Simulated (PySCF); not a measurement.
C₄H₁₀BN, SMILES CC1CB(N)C1.

Geometry: B3LYP-D3(BJ)/def2-SVP. This is a generated structure with no PubChem entry under its InChIKey; it may be hypothetical. Other conformers were not sampled.

Two levels are set side by side: TDA-PBE/def2-SVPD (PySCF) and TDA-LC-ωPBE/def2-SVPD (PySCF). Vertical, same geometry. The lowest singlet is HOMO→LUMO 99 % with PBE and HOMO→LUMO+2 84 % with the other functional; states are paired by order. Differences are taken from unrounded values.

| quantity | TDA-LC-ωPBE |
|---|---|
| lowest singlet excitation (eV) | 7.13 |
| lowest triplet excitation (TDA) (eV) | 6.42 |

### Question
What does TDA-PBE give, and how far is it from TDA-LC-ωPBE? (Estimate from the structure and the level; the computed values follow.)

### Answer

| quantity | TDA-PBE | TDA-PBE minus TDA-LC-ωPBE |
|---|---|---|
| lowest singlet excitation (eV) | 6.15 | -0.99 |
| lowest triplet excitation (TDA) (eV) | 5.89 | -0.53 |

A lower first singlet is the usual sign of a functional without exact exchange. Differences between two approximate levels are no errors against the true value.

Rough cost on one machine, each run with all the roots and properties that it gave: TDA-LC-ωPBE against TDA-PBE about 3 times.
